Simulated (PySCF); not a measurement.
CH2O, charge +1, doublet, geometry from GFN2-xTB (a state made from the parent by changing its charge; the spin is typed, not shown lowest); WB97X-V/3-21G (PySCF).

PySCF was given this input:
```python
from pyscf import gto, scf, dft

mol = gto.M(
    atom='''
C    -0.479571    0.093360    0.004539
O     0.648787   -0.126302   -0.006141
H    -1.329667   -0.662769   -0.029395
H    -0.983201    1.113026    0.051286
''',
    basis='3-21g',
    charge=1,
    spin=1,
    verbose=5,
)

mf = dft.UKS(mol)
mf.xc = 'wb97x_v'
mf.kernel()
```

Q: Write the output that PySCF gives for this input, abridged.

A: 
```
PySCF version 2.14.0

[INPUT] verbose = 5
[INPUT] max_memory = 4000
[INPUT] num. atoms = 4
[INPUT] num. electrons = 15
[INPUT] charge = 1
[INPUT] spin (= nelec alpha-beta = 2S) = 1
[INPUT] symmetry False subgroup None
[INPUT] Mole.unit = angstrom
[INPUT] Symbol           X                Y                Z      unit          X                Y                Z       unit  Magmom
[...]
[INPUT] ---------------- BASIS SET ----------------
[INPUT] l, kappa, [nprim/nctr], expnt,             c_1 c_2 ...
[INPUT] O
[...]
                                48.4308           0.3515
                                10.4206           0.707658
[...]
                                1.5762            1.22156
[...]
                                1.5762            0.853955
[...]
[INPUT] H
[...]
                                0.824547          0.904691
[...]
[INPUT] C
[...]
                                25.9109           0.358794
                                5.53335           0.700713
[...]
                                0.770545          1.21584
[...]
                                0.770545          0.860619
[...]
nuclear repulsion = 32.0965627215414
number of shells = 14
number of NR pGTOs = 36
number of NR cGTOs = 22
basis = 3-21g
ecp = {}

******** <class 'pyscf.dft.uks.UKS'> ********
method = UKS
initial guess = minao
damping factor = 0
level_shift factor = 0
DIIS = <class 'pyscf.scf.diis.CDIIS'>
diis_start_cycle = 1
diis_space = 8
diis_damp = 0
SCF conv_tol = 1e-09
SCF conv_tol_grad = None
SCF max_cycles = 50
direct_scf = True
direct_scf_tol = 1e-13
number electrons alpha = 8  beta = 7
XC library pyscf.dft.libxc version 7.1.2
    S. Lehtola, C. Steigemann, M. J. T. Oliveira, and M. A. L. Marques,  SoftwareX 7, 1–5 (2018)
XC functionals = wb97x_v
    N. Mardirossian and M. Head-Gordon,  Phys. Chem. Chem. Phys. 16, 9904–9924 (2014)
radial grids:
    Treutler-Ahlrichs [JCP 102, 346 (1995); DOI:10.1063/1.469408] (M4) radial grids

becke partition: Becke, JCP 88, 2547 (1988); DOI:10.1063/1.454033
pruning grids: <function nwchem_prune>
grids dens level: 3
symmetrized grids: False
atomic radii adjust function: <function treutler_atomic_radii_adjust>
** Following is NLC and NLC Grids **
NLC functional = wb97x_v
radial grids:
    Treutler-Ahlrichs [JCP 102, 346 (1995); DOI:10.1063/1.469408] (M4) radial grids

becke partition: Becke, JCP 88, 2547 (1988); DOI:10.1063/1.454033
pruning grids: <function nwchem_prune>
grids dens level: 3
symmetrized grids: False
[...]
   1.40840057   2.73121015]
multiplicity <S^2> = 0.75888453  2S+1 = 2.0088649
nelec by numeric integration = [7.99999958 6.99999964]
nelec with nlc grids = 14.999999228104322
E1 = -211.7329261016037  E2 = 66.22088959516118  Ecoul = 80.43504163000033  Exc = -14.214152034839147
cycle= 10 E= -113.415473784901  delta_E= -2.59e-08  |g|= 1.98e-05  |ddm|= 0.000317
  alpha mo_energy =
[-1.96194589e+01 -1.06944508e+01 -1.67660647e+00 -1.11448260e+00
 -1.01490484e+00 -9.62499639e-01 -9.22288218e-01 -7.77346630e-01
 -2.76874110e-01 -7.93468051e-02 -1.10100957e-02  6.04001900e-02
  4.68298267e-01  5.42067682e-01  6.13611757e-01  6.90118623e-01
  7.38047361e-01  1.09563619e+00  1.23023588e+00  1.28505624e+00
  1.33850096e+00  2.69407742e+00]
  beta  mo_energy =
[-19.60340365 -10.69584383  -1.63877403  -1.08651244  -0.94104505
  -0.93482206  -0.90253519  -0.41660577  -0.26975406  -0.06306836
   0.02074432   0.06779999   0.46417038   0.55629285   0.62455975
   0.72473531   0.76934827   1.09842787   1.2517226    1.29968646
   1.40840207   2.73121308]
multiplicity <S^2> = 0.75889057  2S+1 = 2.0088709
nelec by numeric integration = [7.99999958 6.99999964]
nelec with nlc grids = 14.999999228121379
E1 = -211.73289932398396  E2 = 66.22086281697426  Ecoul = 80.43501152948447  Exc = -14.214148712510212
cycle= 11 E= -113.415473785468  delta_E= -5.67e-10  |g|= 2.39e-06  |ddm|= 5.49e-05
  alpha mo_energy =
[-1.96194599e+01 -1.06944506e+01 -1.67660705e+00 -1.11448223e+00
 -1.01490502e+00 -9.62500037e-01 -9.22288727e-01 -7.77346622e-01
 -2.76873923e-01 -7.93465299e-02 -1.10097606e-02  6.04002216e-02
  4.68298551e-01  5.42067794e-01  6.13611822e-01  6.90118805e-01
  7.38047611e-01  1.09563644e+00  1.23023539e+00  1.28505584e+00
  1.33850045e+00  2.69407689e+00]
  beta  mo_energy =
[-19.60340467 -10.69584383  -1.63877455  -1.08651225  -0.94104554
  -0.93482244  -0.90253557  -0.41660523  -0.26975423  -0.06306798
   0.02074447   0.06779993   0.46417043   0.55629284   0.6245597
   0.72473599   0.76934888   1.09842789   1.25172216   1.29968605
   1.40840165   2.73121261]
multiplicity <S^2> = 0.75889086  2S+1 = 2.0088712
nelec by numeric integration = [7.99999958 6.99999964]
nelec with nlc grids = 14.999999228119629
E1 = -211.7329042556143  E2 = 66.2208677485967  Ecoul = 80.43501739838109  Exc = -14.214149649784382
Extra cycle  E= -113.415473785476  delta_E= -7.9e-12  |g|= 1.63e-06  |ddm|= 4.13e-06
converged SCF energy = -113.415473785476  <S^2> = 0.75889086  2S+1 = 2.0088712
```
